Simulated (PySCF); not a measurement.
# Assignment exercise: C$_{3}$H$_{11}$NOSi$_{3}$

Cartesian coordinates in Å; atom numbers follow the order of the lines, from 1:
```xyz
19

C     3.5806   -0.6866    1.2022
C     2.2630   -0.0982    1.0649
C     1.1509    0.3887    0.9446
Si   -0.5267    1.0899    0.7510
O    -0.4711    2.6491    0.1812
N    -1.3660    0.0198   -0.3430
Si   -0.5427   -1.3052   -1.1504
Si   -3.0615    0.3205   -0.6932
H     4.3667    0.0417    0.9492
H     3.7524   -1.0272    2.2350
H     3.6925   -1.5552    0.5346
H    -1.2262    1.2077    2.0512
H     0.0338    2.7869   -0.6263
H    -1.5454   -1.9129   -2.0814
H    -0.0770   -2.3581   -0.2003
H     0.6224   -0.8344   -1.9584
H    -3.8713   -0.9212   -0.5045
H    -3.5417    1.3726    0.2508
H    -3.2633    0.7954   -2.0966
```

Computational details: GIAO PBE0/pcSseg-1 shieldings, PBE0-D3(BJ)/def2-SVP structure, in PySCF 2.14 (gas phase, fast rotation and ring inversion assumed for equivalent nuclei, relativity neglected, one computed conformer).

References, each an isolated molecule treated in the same way: TMS for 13C and 1H.

Q: Assign these signals to the numbered atoms. 13C{1H} NMR (computed): δ 114.1, 84.8, 5.5.

A: 
| δ (ppm) | atoms | environment | reason |
| --- | --- | --- | --- |
| 114.1 | C2 | alkyne carbon | – |
| 84.8 | C3 | alkyne carbon | sp carbons lie upfield of alkene carbons because the cylindrical π system leaves one tensor component strongly shielded |
| 5.5 | C1 | propargylic methyl carbon | saturated and bonded to C and H only |

Q: Assign these signals to the numbered atoms. 1H NMR (500 MHz, computed): δ 4.68 (s, 6H), 4.63 (s, 1H), 2.01 (s, 3H), 1.55 (br s, 1H).

A: 
```tsv
δ (ppm)	atoms	environment	reason
4.68	H14/H15/H16/H17/H18/H19	hydrogen on a silicon bonded to N	–
4.63	H12	hydrogen on a silicon bonded to C, N, O	–
2.01	H9/H10/H11	hydrogen on a propargylic methyl carbon	–
1.55	H13	hydrogen on an oxygen bonded to Si	exchangeable; this is the value without hydrogen bonding to other molecules
```

H14/H15/H16/H17/H18/H19 and H12 lie closer than the usual error of such a calculation, so a measured spectrum could show them in the other order.

Exchangeable OH/NH protons stand at their gas-phase positions; hydrogen bonding in a real sample shifts them, mostly to higher δ. Shifts are as computed. Against solution values, carbons near 30 ppm lie about +2 ppm off and those near 130 ppm about +5 ppm. Of 1309 compounds with measured shifts, 239 miss one by over three times the rms of a fit or turn the order of signals round; such compounds aren't used in these exercises. Multiplicities follow the n + 1 count of equivalent neighbours, as no J values were calculated; m marks all less simple cases, F and P coupling included.
